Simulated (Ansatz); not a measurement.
`[NH2][W](=[O])([OH])=[S]` + H–F → `[O]=[W]([OH])([F])=[S]` + NH₃ at 298.15 K and 1 bar (ligand exchange at a W–N bond).

Computed with Ansatz on PBE0-D4/def2-TZVP structures; ΔE is electronic, products minus reactants. CCSD(T)/CBS adds triple-zeta CCSD(T) − MP2 to the extrapolated MP2 energy (def2 sets, frozen cores). This one scheme is used for every species. def2 core potentials past Kr. For W outer-core shells are correlated without core-valence functions, which leaves a few kJ/mol of doubt a bond. One conformer a species, not always the lowest.

```tsv
species	CCSD(T)/CBS energy (Eh)	H − E (kJ/mol)	S (J/(mol·K))
`[NH2][W](=[O])([OH])=[S]`	-671.76091	136.4	360.3
H–F	-100.39570	33.5	173.6
`[O]=[W]([OH])([F])=[S]`	-715.66256	73.4	345.3
NH₃	-56.50880	100.5	192.4
```

H − E and S are ideal-gas, rigid-rotor, harmonic terms from PBE0-D4/def2-TZVP, for one conformer and one mirror image of each species. 1 Eh = 2625.50 kJ/mol, R = 8.31446 J/(mol·K).

Task: By hand: ΔE, ΔH, ΔS and ΔG.

Result: ΔE = (-715.66256) + (-56.50880) − (-671.76091) − (-100.39570) = -0.01475 Eh = -38.7 kJ/mol. Δ(H − E) = 73.4 + 100.5 − 136.4 − 33.5 = 4.0, so ΔH = -34.7 kJ/mol. ΔS = 345.3 + 192.4 − 360.3 − 173.6 = 3.8 J/(mol·K). ΔG = -34.7 − 298.15 × (3.8)/1000 = -35.8 kJ/mol.

Task: By hand: the equilibrium constant, and the temperature at which ΔG would vanish if ΔH and ΔS stayed fixed.

Result: log₁₀ K = −ΔG/(RT ln 10) = 6.3. ΔH and −TΔS have one sign here, so there is no such temperature.

The number of gas molecules stays the same, so ΔS is small and ΔH decides. A doubt of 5 kJ/mol in ΔE shifts log₁₀ K by 0.9 here. Other conformers and mirror images would add mixing entropy, several J/(mol·K) or more a flexible species. These are equilibria of isolated gas molecules and say nothing of rates. Largest T1 diagnostic: 0.023 (customary marks: 0.02 for closed shells, 0.045 for open ones).

ΔS is within the doubt of such terms, so its sign, and with it that verdict, could turn.
